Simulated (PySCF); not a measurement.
C$_{3}$H$_{10}$GeO$_{3}$ (SMILES C[CH2][Ge]([OH])([OH])[O]C), singlet, geometry from GFN2-xTB; CASSCF(6,4)/STO-3G in PySCF.

The PySCF input:
```python
from pyscf import gto, scf, mcscf
import numpy

mol = gto.Mole()
mol.atom = '''
    C     2.66256329    0.89571654   -0.45708762
    C     1.21195463    1.32209342   -0.30155056
    Ge   -0.02124702   -0.23164533   -0.04708536
    O     0.08650825   -1.49764834   -1.24344756
    O     0.36685702   -0.97786212    1.48500987
    O    -1.76689012    0.15362622   -0.11385458
    C    -2.45744969    1.01600427    0.76245727
    H     2.77911926    0.23917458   -1.31595098
    H     3.29782795    1.76912505   -0.59503243
    H     2.99445596    0.35840375    0.42716101
    H     1.10290414    1.97133853    0.56635262
    H     0.88032034    1.87955144   -1.17807087
    H    -0.56708417   -1.43635095   -1.93762364
    H     0.16543251   -1.91097610    1.54010174
    H    -2.24136143    2.06292626    0.53671399
    H    -2.20345293    0.82034101    1.80592864
    H    -3.52246757    0.83130562    0.61257466
'''
mol.basis = 'sto-3g'
mol.verbose = 4
mol.build()

mf = scf.RHF(mol)
mf.kernel()
mc = mcscf.CASSCF(mf, 4, 6)
mc.fix_spin_(ss=0.0)
mc.kernel()
occ = numpy.linalg.eigvalsh(mc.fcisolver.make_rdm1(mc.ci, mc.ncas, mc.nelecas))[::-1]
ss = mc.fcisolver.spin_square(mc.ci, mc.ncas, mc.nelecas)[0]
print('natural occupations', occ.round(4), ' <S^2>', round(ss, 4))
```

It wrote (shortened):

```
PySCF version 2.14.0

[INPUT] verbose = 4
[INPUT] num. atoms = 17
[INPUT] num. electrons = 84
[INPUT] charge = 0
[INPUT] spin (= nelec alpha-beta = 2S) = 0
[INPUT] symmetry False subgroup None
[INPUT] Mole.unit = angstrom
[INPUT] Symbol           X                Y                Z      unit          X                Y                Z       unit  Magmom
[INPUT]  1 C      2.662563290000   0.895716540000  -0.457087620000 AA    5.031515407421   1.692658945843  -0.863770416729 Bohr   0.0
[INPUT]  2 C      1.211954630000   1.322093420000  -0.301550560000 AA    2.290262326099   2.498394474890  -0.569847971109 Bohr   0.0
[INPUT]  3 Ge    -0.021247020000  -0.231645330000  -0.047085360000 AA   -0.040151048763  -0.437746231734  -0.088978434877 Bohr   0.0
[INPUT]  4 O      0.086508250000  -1.497648340000  -1.243447560000 AA    0.163476900015  -2.830145193509  -2.349775338659 Bohr   0.0
[INPUT]  5 O      0.366857020000  -0.977862120000   1.485009870000 AA    0.693259294674  -1.847891594387   2.806261946576 Bohr   0.0
[INPUT]  6 O     -1.766890120000   0.153626220000  -0.113854580000 AA   -3.338938419000   0.290311481352  -0.215153974227 Bohr   0.0
[INPUT]  7 C     -2.457449690000   1.016004270000   0.762457270000 AA   -4.643906878997   1.919969811689   1.440835421984 Bohr   0.0
[INPUT]  8 H      2.779119260000   0.239174580000  -1.315950980000 AA    5.251774268904   0.451974452158  -2.486786945553 Bohr   0.0
[INPUT]  9 H      3.297827950000   1.769125050000  -0.595032430000 AA    6.231991631436   3.343161824607  -1.124448327934 Bohr   0.0
[INPUT] 10 H      2.994455960000   0.358403750000   0.427161010000 AA    5.658701656472   0.677284929517   0.807217319993 Bohr   0.0
[INPUT] 11 H      1.102904140000   1.971338530000   0.566352620000 AA    2.084186766249   3.725289920503   1.070251341730 Bohr   0.0
[INPUT] 12 H      0.880320340000   1.879551440000  -1.178070870000 AA    1.663564344484   3.551837458632  -2.226231299628 Bohr   0.0
[INPUT] 13 H     -0.567084170000  -1.436350950000  -1.937623640000 AA   -1.071633770876  -2.714309914259  -3.661578012083 Bohr   0.0
[INPUT] 14 H      0.165432510000  -1.910976100000   1.540101740000 AA    0.312622135999  -3.611221459589   2.910370492566 Bohr   0.0
[INPUT] 15 H     -2.241361430000   2.062926260000   0.536713990000 AA   -4.235559248864   3.898365646573   1.014242448323 Bohr   0.0
[INPUT] 16 H     -2.203452930000   0.820341010000   1.805928640000 AA   -4.163922566070   1.550219837649   3.412710530108 Bohr   0.0
[INPUT] 17 H     -3.522467570000   0.831305620000   0.612574660000 AA   -6.656498989962   1.570939947612   1.157598338249 Bohr   0.0

nuclear repulsion = 636.062611315476
number of shells = 36
number of NR pGTOs = 174
number of NR cGTOs = 58
basis = sto-3g
ecp = {}

******** <class 'pyscf.scf.hf.RHF'> ********
method = RHF
initial guess = minao
damping factor = 0
level_shift factor = 0
DIIS = <class 'pyscf.scf.diis.CDIIS'>
diis_start_cycle = 1
diis_space = 8
diis_damp = 0
SCF conv_tol = 1e-09
SCF conv_tol_grad = None
SCF max_cycles = 50
direct_scf = True
direct_scf_tol = 1e-13
Set gradient conv threshold to 3.16228e-05
Initial guess from minao.
init E= -2389.44758698635
  HOMO = -0.472431410338236  LUMO = -0.0980627985949631  gap/eV = 10.18709
cycle= 1 E= -2391.15950025633  delta_E= -1.71  |g|= 0.732  |ddm|=  4.8
  HOMO = -0.163590404116532  LUMO = 0.434959297514343  gap/eV = 16.28737
cycle= 2 E= -2391.37061589758  delta_E= -0.211  |g|= 0.175  |ddm|= 1.31
  HOMO = -0.290554564773126  LUMO = 0.396134480424043  gap/eV = 18.68576
cycle= 3 E= -2391.38133292256  delta_E= -0.0107  |g|= 0.042  |ddm|= 0.286
  HOMO = -0.301032591521492  LUMO = 0.381825172023516  gap/eV = 18.58151
cycle= 4 E= -2391.38224356057  delta_E= -0.000911  |g|= 0.0104  |ddm|= 0.0859
  HOMO = -0.302387959701842  LUMO = 0.382575313021218  gap/eV = 18.63880
cycle= 5 E= -2391.3823069029  delta_E= -6.33e-05  |g|= 0.0024  |ddm|= 0.0252
  HOMO = -0.302156146941129  LUMO = 0.382904515071708  gap/eV = 18.64145
cycle= 6 E= -2391.38231096041  delta_E= -4.06e-06  |g|= 0.000669  |ddm|= 0.00632
  HOMO = -0.302256934090251  LUMO = 0.382880714871764  gap/eV = 18.64355
cycle= 7 E= -2391.3823113497  delta_E= -3.89e-07  |g|= 0.000119  |ddm|= 0.0024
  HOMO = -0.302228503899388  LUMO = 0.382888795665863  gap/eV = 18.64299
cycle= 8 E= -2391.3823113619  delta_E= -1.22e-08  |g|= 4.07e-05  |ddm|= 0.000385
  HOMO = -0.302232772839288  LUMO = 0.382884618424039  gap/eV = 18.64299
cycle= 9 E= -2391.38231136333  delta_E= -1.42e-09  |g|= 9.01e-06  |ddm|= 0.000143
  HOMO = -0.302230690540571  LUMO = 0.382886697182207  gap/eV = 18.64299
cycle= 10 E= -2391.3823113634  delta_E= -7.73e-11  |g|= 2.3e-06  |ddm|= 3.18e-05
  HOMO = -0.302230749559088  LUMO = 0.382886539340375  gap/eV = 18.64299
Extra cycle  E= -2391.3823113634  delta_E= 6.82e-12  |g|= 1e-06  |ddm|= 5.39e-06
converged SCF energy = -2391.3823113634

******** <class 'pyscf.mcscf.mc1step.CASSCF'> ********
CAS (3e+3e, 4o), ncore = 39, nvir = 15
max_cycle_macro = 50
max_cycle_micro = 4
conv_tol = 1e-07
conv_tol_grad = None
orbital rotation max_stepsize = 0.02
orbital rotation threshold for CI restart = 0.01
augmented hessian ah_max_cycle = 30
augmented hessian ah_conv_tol = 1e-12
augmented hessian ah_linear dependence = 1e-14
augmented hessian ah_level shift = 1e-08
augmented hessian ah_start_tol = 2.5
augmented hessian ah_start_cycle = 3
augmented hessian ah_grad_trust_region = 3
kf_trust_region = 3
kf_interval = 4
ci_response_space = 4
ci_grad_trust_region = 3
with_dep4 0
natorb = False
canonicalization = True
sorting_mo_energy = False
ao2mo_level = 2
internal_rotation = False
******** <class 'pyscf.fci.addons.SpinPenaltyFCISolver'> ********
max. cycles = 50
conv_tol = 1e-08
davidson only = True
linear dependence = 1e-12
level shift = 0.001
max iter space = 12
nroots = 1
pspace_size = 400
spin = None
CASCI E = -2391.38463121404  S^2 = 0.0000000
Set conv_tol_grad to 0.000316228
macro iter   1 ( 21 JK    4 micro), CASSCF E = -2391.38912153492  dE = -4.49032088e-03  S^2 = 0.0000000
               |grad[o]|=0.00833  |grad[c]|=0.0385  |ddm|=0.0503  |maxRot[o]|=0.234
macro iter   2 ( 21 JK    4 micro), CASSCF E = -2391.39468483468  dE = -5.56329976e-03  S^2 = 0.0000000
               |grad[o]|=0.0198  |grad[c]|=0.0458  |ddm|=0.0167  |maxRot[o]|=0.269
macro iter   3 ( 21 JK    4 micro), CASSCF E = -2391.39661995840  dE = -1.93512372e-03  S^2 = 0.0000000
               |grad[o]|=0.0157  |grad[c]|=0.00845  |ddm|=0.0321  |maxRot[o]|=0.246
macro iter   4 ( 17 JK    4 micro), CASSCF E = -2391.39706550946  dE = -4.45551060e-04  S^2 = 0.0000000
               |grad[o]|=0.0106  |grad[c]|=0.00433  |ddm|=0.00395  |maxRot[o]|=0.0719
macro iter   5 ( 21 JK    4 micro), CASSCF E = -2391.39714023672  dE = -7.47272584e-05  S^2 = 0.0000000
               |grad[o]|=0.00378  |grad[c]|=0.00464  |ddm|=0.00996  |maxRot[o]|=0.182
macro iter   6 ( 21 JK    4 micro), CASSCF E = -2391.39715790419  dE = -1.76674753e-05  S^2 = 0.0000000
               |grad[o]|=0.00505  |grad[c]|=0.00379  |ddm|=0.00086  |maxRot[o]|=0.108
macro iter   7 (  7 JK    2 micro), CASSCF E = -2391.39720526002  dE = -4.73558289e-05  S^2 = 0.0000000
               |grad[o]|=0.00179  |grad[c]|=0.0035  |ddm|=0.00265  |maxRot[o]|=0.0648
macro iter   8 (  7 JK    2 micro), CASSCF E = -2391.39726260000  dE = -5.73399802e-05  S^2 = 0.0000000
               |grad[o]|=0.00156  |grad[c]|=0.0067  |ddm|=0.000829  |maxRot[o]|=0.0698
macro iter   9 (  7 JK    2 micro), CASSCF E = -2391.39732411847  dE = -6.15184654e-05  S^2 = 0.0000000
               |grad[o]|=0.00141  |grad[c]|=0.00786  |ddm|=0.000622  |maxRot[o]|=0.0698
macro iter  10 (  7 JK    2 micro), CASSCF E = -2391.39738829869  dE = -6.41802162e-05  S^2 = 0.0000000
               |grad[o]|=0.00125  |grad[c]|=0.00778  |ddm|=0.00199  |maxRot[o]|=0.0698
macro iter  11 (  7 JK    2 micro), CASSCF E = -2391.39745041368  dE = -6.21149929e-05  S^2 = 0.0000000
               |grad[o]|=0.0011  |grad[c]|=0.00632  |ddm|=0.00364  |maxRot[o]|=0.0698
macro iter  12 (  7 JK    2 micro), CASSCF E = -2391.39750470683  dE = -5.42931525e-05  S^2 = 0.0000000
               |grad[o]|=0.000913  |grad[c]|=0.00407  |ddm|=0.00531  |maxRot[o]|=0.0698
macro iter  13 (  7 JK    2 micro), CASSCF E = -2391.39754309733  dE = -3.83905008e-05  S^2 = 0.0000000
               |grad[o]|=0.000741  |grad[c]|=0.00109  |ddm|=0.00656  |maxRot[o]|=0.0698
macro iter  14 (  7 JK    2 micro), CASSCF E = -2391.39755705316  dE = -1.39558333e-05  S^2 = 0.0000000
               |grad[o]|=0.000501  |grad[c]|=0.00239  |ddm|=0.00623  |maxRot[o]|=0.0599
macro iter  15 ( 12 JK    3 micro), CASSCF E = -2391.39754825115  dE =  8.80201469e-06  S^2 = 0.0000000
               |grad[o]|=0.000328  |grad[c]|=0.00521  |ddm|=0.000356  |maxRot[o]|=0.0562
macro iter  16 (  7 JK    2 micro), CASSCF E = -2391.39755293078  dE = -4.67962536e-06  S^2 = 0.0000000
               |grad[o]|=0.000514  |grad[c]|=0.000814  |ddm|=0.000134  |maxRot[o]|=0.021
macro iter  17 (  7 JK    2 micro), CASSCF E = -2391.39755792491  dE = -4.99413727e-06  S^2 = 0.0000000
               |grad[o]|=0.000344  |grad[c]|=0.00251  |ddm|=0.000222  |maxRot[o]|=0.0383
macro iter  18 (  3 JK    1 micro), CASSCF E = -2391.39755847609  dE = -5.51178800e-07  S^2 = 0.0000000
               |grad[o]|=0.00015  |grad[c]|=0.000537  |ddm|=0.000171  |maxRot[o]|=0.014
macro iter  19 (  5 JK    1 micro), CASSCF E = -2391.39755857994  dE = -1.03852472e-07  S^2 = 0.0000000
               |grad[o]|=6.14e-05  |grad[c]|=0.000158  |ddm|=8.39e-05  |maxRot[o]|=0.00327
macro iter  20 (  6 JK    1 micro), CASSCF E = -2391.39755878262  dE = -2.02673618e-07  S^2 = 0.0000000
               |grad[o]|=0.000122  |grad[c]|=0.000248  |ddm|=8.64e-05  |maxRot[o]|=0.00907
macro iter  21 (  7 JK    1 micro), CASSCF E = -2391.39755884173  dE = -5.91103344e-08  S^2 = 0.0000000
               |grad[o]|=8.85e-05  |grad[c]|=0.000102  |ddm|=2.44e-05  |maxRot[o]|=0.00329
1-step CASSCF converged in  21 macro (225 JK  51 micro) steps
CASSCF canonicalization
Density matrix diagonal elements [1.99703081 1.99058105 1.98710437 0.02528376]
CASSCF energy = -2391.39755884173
CASCI E = -2391.39755884173  E(CI) = -9.04171793836122  S^2 = 0.0000000
natural occupations [1.9994 1.9993 1.977  0.0244]  <S^2> 0.0
```
